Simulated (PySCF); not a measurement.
C₂H₄F₂Si. Atoms are numbered in the order given.

```xyz
9

C     -1.3898    -1.1948     0.0000
C     -0.0982    -0.8665     0.0000
F      0.8587    -1.8282     0.0000
Si     0.5999     0.8777     0.0000
F     -0.6839     1.8813     0.0000
H     -2.1424    -0.4044     0.0000
H     -1.7140    -2.2394     0.0000
H      1.4066     1.1228    -1.2220
H      1.4066     1.1228     1.2220
```

The structure is a stationary point at B3LYP-D3(BJ)/def2-SVP. This is a generated structure with no PubChem entry under its InChIKey; it may be hypothetical. Other conformers were not sampled.

Level of theory: PySCF with TDA-M06-2X/def2-SVPD.

Vertical excitations. Gas-phase values at a fixed geometry. State labels are in the subgroup Cs.

Computed excitation energies, oscillator strengths and character:
```json
[
 {"state": "S1", "symmetry": "A\"", "energy (eV)": "6.84", "λ (nm)": "181", "f": "0.000", "main pairs": "HOMO→LUMO+1 86 %"},
 {"state": "S2", "symmetry": "A\"", "energy (eV)": "7.32", "λ (nm)": "169", "f": "0.005", "main pairs": "HOMO−1→LUMO 92 %"},
 {"state": "S3", "symmetry": "A'", "energy (eV)": "7.58", "λ (nm)": "164", "f": "0.485", "main pairs": "HOMO→LUMO 83 %"},
 {"state": "S4", "symmetry": "A\"", "energy (eV)": "7.58", "λ (nm)": "164", "f": "0.022", "main pairs": "HOMO→LUMO+2 79 %"},
 {"state": "S5", "symmetry": "A'", "energy (eV)": "8.18", "λ (nm)": "152", "f": "0.173", "main pairs": "HOMO−1→LUMO+1 79 %"},
 {"state": "S6", "symmetry": "A\"", "energy (eV)": "8.33", "λ (nm)": "149", "f": "0.014", "main pairs": "HOMO−2→LUMO+1 84 %"},
 {"state": "S7", "symmetry": "A\"", "energy (eV)": "8.51", "λ (nm)": "146", "f": "0.012", "main pairs": "HOMO→LUMO+4 90 %"},
 {"state": "S8", "symmetry": "A\"", "energy (eV)": "8.67", "λ (nm)": "143", "f": "0.015", "main pairs": "HOMO→LUMO+3 72 %"},
 {"state": "S9", "symmetry": "A\"", "energy (eV)": "9.09", "λ (nm)": "136", "f": "0.001", "main pairs": "HOMO→LUMO+5 25 %, HOMO−3→LUMO 19 %, HOMO→LUMO+6 18 %, HOMO→LUMO+9 14 %"},
 {"state": "S10", "symmetry": "A'", "energy (eV)": "9.16", "λ (nm)": "135", "f": "0.021", "main pairs": "HOMO−2→LUMO 70 %, HOMO−1→LUMO+2 22 %"},
 {"state": "T1", "symmetry": "A'", "energy (eV)": "4.51", "λ (nm)": "275", "f": "0", "main pairs": "HOMO→LUMO 95 %"},
 {"state": "T2", "symmetry": "A\"", "energy (eV)": "6.69", "λ (nm)": "185", "f": "0", "main pairs": "HOMO→LUMO+1 78 %"},
 {"state": "T3", "symmetry": "A\"", "energy (eV)": "6.79", "λ (nm)": "183", "f": "0", "main pairs": "HOMO−1→LUMO 92 %"},
 {"state": "T4", "symmetry": "A\"", "energy (eV)": "7.51", "λ (nm)": "165", "f": "0", "main pairs": "HOMO→LUMO+2 72 %"}
]
```
Triplets are in the Tamm–Dancoff approximation.
